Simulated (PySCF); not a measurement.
A GIAO shielding run with PySCF (density fitting, non-relativistic, gas phase) on SMILES CN(C)[Si@H]1CC[SiH2]O1, C₄H₁₃NOSi₂:

```
$ OMP_NUM_THREADS=1 python probes_run.py task.json out

{"job": {"kind": "nmr", "xc": "PBE0", "basis": "pcSseg-1"}, "charge": 0, "multiplicity": 1}
C      1.857576     1.227276    -0.468416
N      1.316404     0.054706     0.173341
C      2.217061    -0.589311     1.092584
Si    -0.055595    -0.767723    -0.493067
C     -1.136055    -1.509284     0.866785
C     -1.995780    -0.335533     1.390191
Si    -2.399950     0.752986    -0.110053
O     -1.095629     0.397530    -1.110825
H      2.125169     1.998103     0.278870
H      1.111148     1.667001    -1.145659
H      2.772142     1.009943    -1.057023
H      2.521580     0.101867     1.901234
H      1.737358    -1.457252     1.570784
H      3.146268    -0.949865     0.605639
H      0.273663    -1.722211    -1.596331
H     -0.583262    -2.011824     1.676792
H     -1.775812    -2.280477     0.402810
H     -1.404352     0.274852     2.093614
H     -2.889508    -0.676543     1.937311
H     -2.448835     2.211913     0.201639
H     -3.674652     0.367930    -0.788851
```

Hardware: 1 thread of an Arm Neoverse N1, shared host. The job also computes population analyses, field gradients, ring-centre shieldings.

Q: How large is the calculation?

A: 80 electrons, 215 basis functions and 1157 auxiliary functions.

Q: How long does it take, and how much memory does it need?

A: 78 s of wall time, with 14 SCF cycles and 4 response iterations; peak memory 1 GiB. Times on a shared host scatter by some tens of per cent.

Q: And these other runs on the same molecule and hardware: GIAO shielding at WP04/pcSseg-1?

A: WP04/pcSseg-1: 215 functions, 75 s.
